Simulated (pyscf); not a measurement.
**`[O]=[Mo](=[O])([F])[F]`, singlet**

Gas-phase minimum from PySCF at ωB97X-D3(BJ)/def2-SVP, one conformer. 

SMILES: [O]=[Mo](=[O])([F])[F]
```xyz
5

O      0.9593     1.0529    -0.5651
Mo     0.7566    -0.3702     0.2544
O      1.0240    -0.0318     1.8516
F     -0.9632    -0.9817     0.0291
F      1.9806    -1.6108    -0.3349
```

Bonds (Å): O1–Mo2 1.655, Mo2–O3 1.654, Mo2–F4 1.839, Mo2–F5 1.840. Bond angles (°): O1–Mo2–O3 106.4, O1–Mo2–F4 109.9, O1–Mo2–F5 109.9, O3–Mo2–F4 109.7, O3–Mo2–F5 109.9, F4–Mo2–F5 111.0.

Properties at ωB97X-D3(BJ)/def2-SVP:

| Quantity | Value |
|---|---|
| Harmonic wavenumbers, unscaled | 183, 241, 251, 277, 383, 726, 748, 1094, 1126 cm⁻¹ |
| Zero-point energy | 7.2 kcal/mol |
| Rotational symmetry number | 2 |
| Entropy of this conformer at 298 K and 1 atm, rigid rotor and harmonic oscillator, modes under 100 cm⁻¹ raised to 100 | 315.0 J/(mol K) |
| Dipole moment | 0.88 D |

Single-point totals, which compare only within one level:

| level | total energy (hartree) |
|---|---|
| ωB97X-D3(BJ)/def2-TZVP | -418.72146 |
| PBE/def2-TZVP | -418.41961 |
| r²SCAN/def2-TZVP | -418.60259 |
| B3LYP-D3(BJ)/def2-TZVP | -418.72148 |
| PBE0-D3(BJ)/def2-TZVP | -418.32953 |
| M06-2X/def2-TZVP | -418.41744 |
| ωB97M-D3(BJ)/def2-TZVP | -418.69771 |

Elements past Kr carry the def2 core potentials, without spin-orbit coupling.
